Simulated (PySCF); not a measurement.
## ECD: SMILES CO[C@H]1C[C@@H]1C(N)=O, C5H9NO2

Geometry:
```json
{"atom": "C1", "x (Å)": "-2.318", "y (Å)": "-1.077", "z (Å)": "-0.096"}
{"atom": "O2", "x (Å)": "-1.968", "y (Å)": "0.184", "z (Å)": "0.429"}
{"atom": "C3", "x (Å)": "-0.772", "y (Å)": "0.672", "z (Å)": "-0.071"}
{"atom": "C4", "x (Å)": "-0.048", "y (Å)": "1.701", "z (Å)": "0.712"}
{"atom": "C5", "x (Å)": "0.529", "y (Å)": "0.305", "z (Å)": "0.631"}
{"atom": "C6", "x (Å)": "1.723", "y (Å)": "0.087", "z (Å)": "-0.226"}
{"atom": "N7", "x (Å)": "2.577", "y (Å)": "-0.870", "z (Å)": "0.223"}
{"atom": "O8", "x (Å)": "1.919", "y (Å)": "0.686", "z (Å)": "-1.262"}
{"atom": "H9", "x (Å)": "-1.566", "y (Å)": "-1.835", "z (Å)": "0.153"}
{"atom": "H10", "x (Å)": "-3.271", "y (Å)": "-1.344", "z (Å)": "0.356"}
{"atom": "H11", "x (Å)": "-2.427", "y (Å)": "-1.034", "z (Å)": "-1.185"}
{"atom": "H12", "x (Å)": "-0.717", "y (Å)": "0.725", "z (Å)": "-1.157"}
{"atom": "H13", "x (Å)": "0.467", "y (Å)": "2.475", "z (Å)": "0.164"}
{"atom": "H14", "x (Å)": "-0.472", "y (Å)": "2.004", "z (Å)": "1.656"}
{"atom": "H15", "x (Å)": "0.448", "y (Å)": "-0.310", "z (Å)": "1.519"}
{"atom": "H16", "x (Å)": "2.467", "y (Å)": "-1.318", "z (Å)": "1.114"}
{"atom": "H17", "x (Å)": "3.421", "y (Å)": "-1.039", "z (Å)": "-0.299"}
```

The calculation used TDDFT wB97X-D/aug-cc-pVDZ circular dichroism and optical rotation, one conformer, gas phase in PySCF. Geometry: GFN2-xTB.

The molecule is flexible and this is one conformer; a measurement averages over conformers.

(1) What are the CIP labels of the stereocentres?

(2) List the lowest 16 singlet excitations with oscillator and rotatory strengths.

## Answers

(1) C3 S, C5 S.

(2) Rotatory strengths R in 10⁻⁴⁰ esu² cm², velocity form and length form (origin at the centre of mass); f in length form.
| state | E (eV) | λ (nm) | f | R (velocity) | R (length) | main |
| --- | --- | --- | --- | --- | --- | --- |
| 1 | 5.86 | 211 | 0.001 | +0.2 | 0.0 | HOMO−1→LUMO+9 0.36, HOMO→LUMO+9 0.25 |
| 2 | 6.60 | 188 | 0.008 | +21.5 | +21.6 | HOMO→LUMO 0.59, HOMO−2→LUMO 0.18 |
| 3 | 6.80 | 182 | 0.017 | -13.6 | -13.6 | HOMO−2→LUMO 0.54, HOMO→LUMO 0.14 |
| 4 | 6.92 | 179 | 0.018 | -12.2 | -12.2 | HOMO−1→LUMO 0.50, HOMO→LUMO+1 0.20 |
| 5 | 7.06 | 176 | 0.016 | +10.9 | +10.9 | HOMO→LUMO+2 0.34, HOMO→LUMO+1 0.19 |
| 6 | 7.28 | 170 | 0.109 | -1.6 | -1.3 | HOMO→LUMO+2 0.24, HOMO→LUMO+3 0.18 |
| 7 | 7.38 | 168 | 0.089 | +3.0 | +2.6 | HOMO→LUMO+3 0.20, HOMO→LUMO+9 0.18 |
| 8 | 7.52 | 165 | 0.065 | -26.3 | -26.7 | HOMO−1→LUMO 0.19, HOMO→LUMO+3 0.16 |
| 9 | 7.57 | 164 | 0.097 | +20.3 | +20.3 | HOMO−2→LUMO+9 0.27, HOMO−2→LUMO+8 0.18 |
| 10 | 7.61 | 163 | 0.026 | -14.3 | -14.5 | HOMO−1→LUMO+3 0.25, HOMO−1→LUMO+2 0.16 |
| 11 | 7.69 | 161 | 0.002 | -0.9 | -0.9 | HOMO−2→LUMO+2 0.31, HOMO−2→LUMO+3 0.20 |
| 12 | 7.80 | 159 | 0.013 | -4.5 | -4.7 | HOMO−1→LUMO+2 0.28, HOMO−1→LUMO+3 0.13 |
| 13 | 7.85 | 158 | 0.034 | -4.7 | -4.7 | HOMO→LUMO+4 0.27, HOMO−1→LUMO+1 0.16 |
| 14 | 7.96 | 156 | 0.014 | +21.6 | +21.9 | HOMO→LUMO+8 0.22, HOMO−1→LUMO+3 0.12 |
| 15 | 8.09 | 153 | 0.010 | +5.4 | +5.4 | HOMO→LUMO+4 0.18, HOMO−1→LUMO+4 0.15 |
| 16 | 8.16 | 152 | 0.007 | -3.4 | -3.3 | HOMO−3→LUMO 0.43, HOMO−3→LUMO+2 0.14 |

Among the states computed, the strongest CD band (largest |R|) is state 8. The largest dissymmetry factor in size, g = 4R/(D+G), with D and G the electric and magnetic dipole strengths, is +0.028 for state 2 (velocity form, f = 0.008), among bands with |R| over 0.5. The mirror image has the same energies and oscillator strengths and all R with the opposite sign.
